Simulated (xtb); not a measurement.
Input for xtb:
```
$ xtb mol.xyz --gfn 2 --alpb ch2cl2 --json

# file mol.xyz
2

Si    -0.00000000    -0.00000000    -0.54858235
O      0.00000000     0.00000000     0.96001912
```

Task: What is the computed dipole moment (xtb 6.7.1 with GFN2-xTB with ALPB(ch2cl2))?

Result: 3.21 D

Task: Estimate the total energy that GFN2-xTB with ALPB(ch2cl2) returns for this input.

Result: -5.8140 Eh

Task: Give the partial charges in atom order at the level GFN2-xTB with ALPB(ch2cl2).

Result: Si1 0.44, O2 -0.44

Task: Predict the HOMO-LUMO gap from GFN2-xTB with ALPB(ch2cl2).

Result: 4.09 eV
